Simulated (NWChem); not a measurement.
System meant: C2H6O2Si; SMILES O=C[SiH2]CO

NWChem input:

```
start job
memory heap 200 mb stack 900 mb global 1100 mb
geometry units angstroms noautoz
  O     -0.957930     2.084899     0.235145
  C      0.205904     1.842516     0.022080
  Si     0.831113     0.012588    -0.042491
  C     -0.682496    -1.130313    -0.096339
  O     -0.344030    -2.494147     0.038736
  H      0.932774     2.690314    -0.131334
  H      1.742891    -0.171810    -1.212301
  H      1.626002    -0.242070     1.203085
  H     -1.429773    -0.788759     0.646687
  H     -1.172565    -1.011765    -1.076670
  H     -0.017408    -2.636107     0.933169
end
basis spherical
  * library def2-svp
end
dft
  odft
  mult 2
  xc b3lyp
  iterations 150
  mulliken
end
task dft energy
```

End of the output:

```
 Summary of "ao basis" -> "" (spherical)
 ------------------------------------------------------------------------------
       Tag                 Description            Shells   Functions and Types
 ---------------- ------------------------------  ------  ---------------------
 *                          def2-svp                  on all atoms

                                 NWChem DFT Module
                                 -----------------

 Summary of "ao basis" -> "ao basis" (spherical)
 ------------------------------------------------------------------------------
       Tag                 Description            Shells   Functions and Types
 ---------------- ------------------------------  ------  ---------------------
 O                          def2-svp                 6       14   3s2p1d
 C                          def2-svp                 6       14   3s2p1d
 Si                         def2-svp                 8       18   4s3p1d
 H                          def2-svp                 3        5   2s1p

 Summary of "ao basis" -> "ao basis" (spherical)
 ------------------------------------------------------------------------------
       Tag                 Description            Shells   Functions and Types
 ---------------- ------------------------------  ------  ---------------------
 O                          def2-svp                 6       14   3s2p1d
 C                          def2-svp                 6       14   3s2p1d
 Si                         def2-svp                 8       18   4s3p1d
 H                          def2-svp                 3        5   2s1p

  number of electrons :                   48
  multiplicity        :                    2
 ------------------------------------------------------------------------
  no. of electrons and multiplicity not compatible                  48
 ------------------------------------------------------------------------
 ------------------------------------------------------------------------
  current input line :
    26: task dft energy
 ------------------------------------------------------------------------
 ------------------------------------------------------------------------
 There is an error in the input file
 ------------------------------------------------------------------------
 For more information see the NWChem manual at https://nwchemgit.github.io

0: no. of electrons and multiplicity not compatible:Received an Error in Communication
```

Question: Can this run be used? If not, why, and what is the fix?

Answer: The input was rejected before any calculation. Cause: the multiplicity doesn't fit the number of electrons (an even count wants an odd multiplicity, and the reverse). This input runs:
```
start job
memory heap 200 mb stack 900 mb global 1100 mb
geometry units angstroms noautoz
  O     -0.957930     2.084899     0.235145
  C      0.205904     1.842516     0.022080
  Si     0.831113     0.012588    -0.042491
  C     -0.682496    -1.130313    -0.096339
  O     -0.344030    -2.494147     0.038736
  H      0.932774     2.690314    -0.131334
  H      1.742891    -0.171810    -1.212301
  H      1.626002    -0.242070     1.203085
  H     -1.429773    -0.788759     0.646687
  H     -1.172565    -1.011765    -1.076670
  H     -0.017408    -2.636107     0.933169
end
basis spherical
  O library def2-svp
  C library def2-svp
  Si library def2-svp
  H library def2-svp
end
dft
  xc b3lyp
  iterations 150
  mulliken
end
task dft energy
```
It converges to -519.47224 Ha (B3LYP/def2-SVP).
